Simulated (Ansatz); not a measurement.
Cl$_{4}$Ga$_{2}$H$_{2}$, SMILES `[Cl][Ga@H-]1[Cl+][Ga@@H-]([Cl])[Cl+]1`, relaxed with RKS PBE0-D4/def2-TZVP in Ansatz from a GFN2-xTB geometry. The force threshold is 0.005 eV/Å; the program also tests the step.

Total charge 0; spin multiplicity 1.

Start:

```xyz
8

Cl   -1.204    2.521    1.610
Ga   -0.956    1.336   -0.063
Cl   -1.286   -0.899    0.352
Ga    0.923   -1.358   -0.077
Cl    1.958   -2.015    1.587
Cl    1.246    0.872   -0.524
H    -1.614    1.596   -1.433
H     0.934   -2.053   -1.454
```

```tsv
step	energy (eV)	largest force (eV/Å)	largest move (Å)
1	-154857.5421	1.260	0.000
2	-154857.7265	0.213	0.100
3	-154857.7294	0.070	0.033
4	-154857.7312	0.024	0.013
5	-154857.7322	0.008	0.035
6	-154857.7332	0.133	0.195
7	-154857.7349	0.032	0.044
8 (rejected)	-154857.7346	0.047	0.035
9	-154857.7352	0.010	0.017
10	-154857.7353	0.023	0.063
11	-154857.7354	0.019	0.025
12	-154857.7357	0.001	0.006
13	-154857.7357	0.002	0.011
```

End:

```xyz
8

Cl   -0.954    2.249    1.787
Ga   -0.977    1.330   -0.136
Cl   -1.363   -0.951    0.211
Ga    0.910   -1.376   -0.151
Cl    1.790   -1.686    1.765
Cl    1.249    0.875   -0.694
H    -1.750    1.819   -1.380
H     1.095   -2.260   -1.403
```

Hardware: 4 threads of an Arm Neoverse V1 on a shared host. Wall time 2.6 min, peak host memory 1.3 GiB.
